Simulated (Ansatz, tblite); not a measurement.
Cost and result up the ladder for GeMe3(NHiPr) (C₆H₁₇GeN) (25 atoms). Charge 0, multiplicity 1. Geometry: PBE-D4/def2-SVP.

```xyz
25

Ge    0.1458   -0.8913   -0.6883
C    -0.6649   -1.6858   -2.2960
H    -0.4218   -1.0778   -3.1902
H    -1.7680   -1.7455   -2.1983
H    -0.2786   -2.7127   -2.4553
C     2.1070   -0.8778   -0.8657
H     2.6017   -0.5805    0.0795
H     2.4069   -0.1653   -1.6595
H     2.4669   -1.8900   -1.1422
C    -0.3546   -1.9564    0.9035
H    -1.4551   -1.9654    1.0347
H     0.1036   -1.5391    1.8226
H    -0.0051   -3.0035    0.7892
N    -0.5069    0.8589   -0.6951
C    -0.4415    1.8200    0.4056
C     0.9664    1.8708    1.0062
C    -1.5006    1.5881    1.5002
H    -1.4176    0.9032   -1.1654
H    -0.6402    2.8291   -0.0320
H     1.2184    0.9192    1.5228
H     1.0453    2.6814    1.7583
H     1.7271    2.0458    0.2193
H    -1.3295    0.6206    2.0179
H    -1.4841    2.3942    2.2650
H    -2.5208    1.5600    1.0632
```

Ansatz on 4 threads of Arm Neoverse V1 on a shared host; xTB runs through tblite on one thread. Times are rough, summed over both states, and most runs start from the orbitals of an earlier one. ωB97M-V/def2-TZVP serves as the yardstick here, not as an exact answer. The other state is a doublet.

The xTB rows come from tblite.

Raw xTB energies of ions are shifted by several eV.

| level | functions | wall time | vertical IE (eV) | difference from ωB97M-V/def2-TZVP (eV) |
| --- | --- | --- | --- | --- |
| GFN2-xTB | 54 | 0.024 s | 12.44 | 4.32 |
| GFN1-xTB | 71 | 0.038 s | 13.20 | 5.07 |
| PBE-D4/def2-TZVP | 367 | 21 s | 7.77 | -0.36 |
| PBE0-D4/def2-TZVP (with forces) | 367 | 67 s | 7.94 | -0.19 |
| ωB97M-V/def2-TZVP | 367 | 90 s | 8.13 | 0.00 |
